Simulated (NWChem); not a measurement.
System: CH2ClNOSi; SMILES O(C#N)[SiH2]Cl

The following NWChem deck was run.

```
start job
memory heap 200 mb stack 900 mb global 1100 mb
geometry units angstroms noautoz
  N      0.858774    -2.749020    -0.350168
  C      0.174647    -1.904142     0.057208
  O     -0.592825    -0.996650     0.534717
  Si    -0.890915     0.558212    -0.100093
  Cl     0.803341     1.685295     0.071489
  H     -1.963721     1.079559     0.769437
  H     -1.250430     0.407480    -1.528623
end
basis spherical
  N library 3-21g
  C library 3-21g
  O library 3-21g
  Si library 3-21g
  Cl library 3-21g
  H library 3-21g
end
dft
  xc xtpss03 ctpss03
  iterations 150
  mulliken
end
task dft energy
```

Parts of the log:

```
             Northwest Computational Chemistry Package (NWChem) 7.3.0
             --------------------------------------------------------

 C1  symmetry detected

                             Geometry "geometry" -> ""
                             -------------------------

 Output coordinates in angstroms (scale by  1.889725989 to convert to a.u.)

  No.       Tag          Charge          X              Y              Z
 ---- ---------------- ---------- -------------- -------------- --------------
    1 N                    7.0000     0.91565279    -2.73144408    -0.23520311
    2 C                    6.0000     0.19076314    -1.88722001     0.09589281
    3 O                    8.0000    -0.62351771    -0.97994419     0.48878864
    4 Si                  14.0000    -0.89122096     0.55430298    -0.20681025
    5 Cl                  17.0000     0.76955167     1.71051780     0.06752790
    6 H                    1.0000    -2.03554061     1.08059014     0.56283393
    7 H                    1.0000    -1.13575099     0.36334767    -1.65470882

 Effective nuclear repulsion energy (a.u.)     253.6796362949

                                 NWChem DFT Module
                                 -----------------

 Summary of "ao basis" -> "ao basis" (spherical)
 ------------------------------------------------------------------------------
       Tag                 Description            Shells   Functions and Types
 ---------------- ------------------------------  ------  ---------------------
 N                           3-21g                   5        9   3s2p
 C                           3-21g                   5        9   3s2p
 O                           3-21g                   5        9   3s2p
 Si                          3-21g                   7       13   4s3p
 Cl                          3-21g                   7       13   4s3p
 H                           3-21g                   2        2   2s

            General Information
            -------------------
          SCF calculation type: DFT
          Wavefunction type:  closed shell.
          No. of atoms     :     7
          No. of electrons :    54
           Alpha electrons :    27
            Beta electrons :    27
          Charge           :     0
          Spin multiplicity:     1
          Use of symmetry is: off; symmetry adaption is: off
          Maximum number of iterations: 150
          AO basis - number of functions:    57
                     number of shells:    33
          Convergence on energy requested:  1.00D-06
          Convergence on density requested:  1.00D-05
          Convergence on gradient requested:  5.00D-04

              XC Information
              --------------
                  TPSS metaGGA Exchange Functional  1.000
             TPSS03 metaGGA Correlation Functional  1.000

             Grid Information
             ----------------
          Grid used for XC integration:  medium
          Radial quadrature: Mura-Knowles
          Angular quadrature: Lebedev.
          Tag              B.-S. Rad. Rad. Pts. Rad. Cut. Ang. Pts.
          ---              ---------- --------- --------- ---------
          N                   0.65       49          11.0       434
          C                   0.70       49          10.0       434
          O                   0.60       49           8.0       434
          Si                  1.10       88           8.0       590
          Cl                  1.00       88          10.0       590
          H                   0.35       45          10.0       434
          Grid pruning is: on
          Number of quadrature shells:   413
          Spatial weights used:  Erf1

      Superposition of Atomic Density Guess
      -------------------------------------

 Sum of atomic energies:        -911.45568647

      Non-variational initial energy
      ------------------------------

 Total energy =    -913.173758
 1-e energy   =   -1764.225644
 2-e energy   =     597.372250
 HOMO         =      -0.359824
 LUMO         =       0.074878

     ---------------------------------------------
      Total Density - Mulliken Population Analysis
     ---------------------------------------------

    Atom       Charge   Shell Charges
 -----------   ------   -------------------------------------------------------
    1 N    7     8.06   1.99  0.44  1.88  1.48  2.26
    2 C    6     4.75   1.99  0.44  1.21  0.44  0.67
    3 O    8     8.79   1.99  0.42  2.16  1.46  2.77
    4 Si  14    12.62   2.00  1.97  5.86  0.67  1.13  0.51  0.48
    5 Cl  17    17.53   2.00  1.96  5.91  1.13  3.13  0.88  2.52
    6 H    1     1.12   0.40  0.72
    7 H    1     1.12   0.41  0.72

   convergence    iter        energy       DeltaE   RMS-Dens  Diis-err
 ---------------- ----- ----------------- --------- --------- ---------
 d= 0,ls=0.0,diis     1   -914.1913947992 -1.17D+03  4.83D-02  1.32D+00
 d= 0,ls=0.0,diis     2   -913.2057842778  9.86D-01  4.01D-02  9.09D+00
 d= 0,ls=0.0,diis     3   -914.3362038349 -1.13D+00  8.53D-03  3.76D-01
 d= 0,ls=0.0,diis     4   -914.3671764980 -3.10D-02  3.06D-03  9.40D-02
 d= 0,ls=0.0,diis     5   -914.3749090110 -7.73D-03  1.19D-03  4.60D-03
  Resetting Diis
 d= 0,ls=0.0,diis     6   -914.3753611593 -4.52D-04  3.99D-04  4.57D-04
 d= 0,ls=0.0,diis     7   -914.3754282615 -6.71D-05  1.37D-04  1.28D-05
 d= 0,ls=0.0,diis     8   -914.3754261834  2.08D-06  8.36D-05  3.01D-05
 d= 0,ls=0.0,diis     9   -914.3754291728 -2.99D-06  3.13D-05  9.04D-06
 d= 0,ls=0.0,diis    10   -914.3754301232 -9.50D-07  6.97D-06  2.53D-07

         Total DFT energy =     -914.375430123162
      One electron energy =    -1764.202012010376
           Coulomb energy =      666.889006487973
    Exchange-Corr. energy =      -70.742060895630
 Nuclear repulsion energy =      253.679636294871

 Numeric. integr. density =       54.000010209828

                       DFT Final Molecular Orbital Analysis
                       ------------------------------------

 Vector   25  Occ=2.000000D+00  E=-3.062886D-01
              MO Center=  1.0D+00, -2.8D+00, -2.9D-01, r^2= 1.2D+00
   Bfn.  Coefficient  Atom+Function         Bfn.  Coefficient  Atom+Function
  ----- ------------  ---------------      ----- ------------  ---------------
     6      0.605130  1 N  s                  4     -0.266566  1 N  py
     3      0.243371  1 N  px                15     -0.241770  2 C  s
     8     -0.228915  1 N  py                 7      0.211040  1 N  px
    13      0.157291  2 C  py                 1     -0.146228  1 N  s
     5     -0.130076  1 N  pz                 2      0.124082  1 N  s

 Vector   26  Occ=2.000000D+00  E=-2.790908D-01
              MO Center=  2.9D-01, -2.0D+00,  4.8D-02, r^2= 2.3D+00
   Bfn.  Coefficient  Atom+Function         Bfn.  Coefficient  Atom+Function
  ----- ------------  ---------------      ----- ------------  ---------------
    27     -0.255144  3 O  pz                 5      0.252826  1 N  pz
     9      0.250172  1 N  pz                 4     -0.227798  1 N  py
     8     -0.217878  1 N  py                14      0.208985  2 C  pz
    23     -0.209554  3 O  pz                18      0.166925  2 C  pz
    25      0.160440  3 O  px                13     -0.141386  2 C  py

 Vector   27  Occ=2.000000D+00  E=-2.702048D-01
              MO Center=  3.1D-01, -1.9D+00,  2.6D-02, r^2= 2.3D+00
   Bfn.  Coefficient  Atom+Function         Bfn.  Coefficient  Atom+Function
  ----- ------------  ---------------      ----- ------------  ---------------
     3      0.254201  1 N  px                 7      0.251012  1 N  px
    25     -0.247281  3 O  px                27     -0.234498  3 O  pz
     5      0.227077  1 N  pz                 9      0.225731  1 N  pz
    21     -0.203118  3 O  px                23     -0.192540  3 O  pz
    12      0.176308  2 C  px                14      0.161638  2 C  pz

 Vector   28  Occ=0.000000D+00  E=-4.499061D-02
              MO Center= -8.7D-01,  4.6D-01, -2.6D-01, r^2= 3.9D+00
   Bfn.  Coefficient  Atom+Function         Bfn.  Coefficient  Atom+Function
  ----- ------------  ---------------      ----- ------------  ---------------
    39      1.018746  4 Si py                24      0.556904  3 O  s
    35      0.406039  4 Si py                50     -0.395312  5 Cl s
    51      0.351525  5 Cl px                 6      0.349363  1 N  s
    15     -0.306819  2 C  s                 55     -0.286395  6 H  s
    17      0.229265  2 C  py                40     -0.214159  4 Si pz

 Vector   29  Occ=0.000000D+00  E=-3.956911D-02
              MO Center= -2.7D-01,  4.9D-01, -6.8D-02, r^2= 3.9D+00
   Bfn.  Coefficient  Atom+Function         Bfn.  Coefficient  Atom+Function
  ----- ------------  ---------------      ----- ------------  ---------------
    38      0.893759  4 Si px                37      0.832185  4 Si s
    50     -0.715537  5 Cl s                 51      0.462723  5 Cl px
    52      0.455251  5 Cl py                34      0.355815  4 Si px
    24     -0.303579  3 O  s                 33      0.257951  4 Si s
    47      0.240650  5 Cl px                40      0.227474  4 Si pz

 Vector   30  Occ=0.000000D+00  E= 2.380714D-02
              MO Center= -5.9D-01, -6.9D-01, -2.6D-01, r^2= 5.2D+00
   Bfn.  Coefficient  Atom+Function         Bfn.  Coefficient  Atom+Function
  ----- ------------  ---------------      ----- ------------  ---------------
    57      0.765256  7 H  s                 55      0.760943  6 H  s
    37     -0.662516  4 Si s                 38      0.590235  4 Si px
    33     -0.461435  4 Si s                  9      0.404621  1 N  pz
    18     -0.404851  2 C  pz                14     -0.286282  2 C  pz
     5      0.266536  1 N  pz                40      0.242942  4 Si pz

     ---------------------------------------------
      Total Density - Mulliken Population Analysis
     ---------------------------------------------

    Atom       Charge   Shell Charges
 -----------   ------   -------------------------------------------------------
    1 N    7     7.41   1.99  0.43  1.69  1.51  1.78
    2 C    6     5.40   1.98  0.45  1.70  0.38  0.89
    3 O    8     8.66   1.99  0.42  2.15  1.51  2.59
    4 Si  14    13.00   2.00  1.97  5.85  0.79  1.60  0.40  0.39
    5 Cl  17    17.33   2.00  1.95  5.89  1.16  3.10  0.92  2.31
    6 H    1     1.10   0.44  0.66
    7 H    1     1.10   0.44  0.66

     -------------------------------------------
      Total Density - Lowdin Population Analysis
     -------------------------------------------

    Atom       Charge   Shell Charges
 -----------   ------   -------------------------------------------------------
    1 N    7     7.10   1.98  0.57  1.63  0.94  1.99
    2 C    6     6.00   1.97  0.44  1.61  0.47  1.51
    3 O    8     8.27   1.98  0.57  2.13  0.96  2.63
    4 Si  14    13.27   2.00  1.95  5.78  0.63  1.51  0.47  0.93
    5 Cl  17    17.20   2.00  1.95  5.84  1.04  2.97  0.86  2.54
    6 H    1     1.07   0.45  0.62
    7 H    1     1.08   0.46  0.63

     Multipole analysis of the density
     ---------------------------------

     L   x y z        total         alpha         beta         nuclear
     -   - - -        -----         -----         ----         -------
     0   0 0 0     -0.000000    -27.000000    -27.000000     54.000000

     1   1 0 0     -1.317427     -0.658714     -0.658714     -0.000000
     1   0 1 0      1.098900      0.549450      0.549450      0.000000
     1   0 0 1     -0.208716     -0.104358     -0.104358      0.000000

     2   2 0 0    -32.388617    -80.148941    -80.148941    127.909265
     2   1 1 0      1.115231      4.003798      4.003798     -6.892364
     2   1 0 1      1.200883     -0.045102     -0.045102      1.291088
     2   0 2 0    -40.318933   -264.096119   -264.096119    487.873306
     2   0 1 1     -1.144320     -0.474117     -0.474117     -0.196086
     2   0 0 2    -31.838275    -26.783889    -26.783889     21.729502
```

Level: TPSS/3-21G. Structure relaxed at the PBE0/def2-SVP level.
